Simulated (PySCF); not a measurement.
C3H9In, SMILES CC[CH2][InH2].

The structure is a stationary point at PBE0-D3(BJ)/def2-SVP. The structure was generated by enumeration; whether it is a known compound was not checked. The def2 effective core potentials stand for the cores of In; spin–orbit coupling is left out. One conformer was computed; it need not be the lowest.

Computed with PySCF with PBE0-D3(BJ)/def2-SVP.

Frequencies are harmonic and unscaled.

Computed harmonic wavenumbers and intensities:
```csv
mode,ν (cm⁻¹),IR (km/mol),moving atoms (share of kinetic energy)
1,56,0.0,"H 89 %, C 11 %"
2,99,0.4,"C 56 %, H 42 %"
3,140,1.1,"C 57 %, H 35 %"
4,258,0.0,H 94 %
5,278,6.3,"C 61 %, H 23 %, In 16 %"
6,358,53.6,"H 82 %, C 13 %"
7,454,62.4,H 97 %
8,576,56.2,"C 58 %, H 37 %"
9,616,182.2,H 93 %
10,639,66.7,"H 83 %, C 15 %"
11,778,2.0,"H 87 %, C 13 %"
12,909,0.2,"H 54 %, C 46 %"
13,981,9.6,"H 92 %, C 8 %"
14,1052,6.3,"C 53 %, H 47 %"
15,1101,17.3,"C 60 %, H 40 %"
16,1162,4.0,"H 62 %, C 38 %"
17,1222,1.0,"H 65 %, C 35 %"
18,1315,0.0,"H 91 %, C 9 %"
19,1344,8.1,"H 70 %, C 30 %"
20,1392,4.7,"H 75 %, C 25 %"
21,1432,1.4,"H 86 %, C 13 %"
22,1459,1.0,H 95 %
23,1466,8.8,H 97 %
24,1475,4.1,H 93 %
25,1762,287.4,H 99 %
26,1766,236.4,H 99 %
27,3041,0.7,H 95 %
28,3044,30.0,H 97 %
29,3048,36.6,H 94 %
30,3081,1.4,"H 91 %, C 9 %"
31,3101,20.1,"H 91 %, C 9 %"
32,3138,33.4,"H 91 %, C 9 %"
33,3140,27.7,"H 91 %, C 9 %"
```
